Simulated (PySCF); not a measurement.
A structure optimised at B3LYP-D3(BJ)/def2-TZVPD, used in a PySCF frequency run:

```
Sr
F 1 2.0210
```
Charge +1, spin multiplicity 1.

Task: Write its SMILES, formula and point group.

Result: [F][Sr+], FSr, C∞v

Task: What are its rotational constants (standard atomic weights)?

Result: 7.9248 GHz (linear rotor, B only)
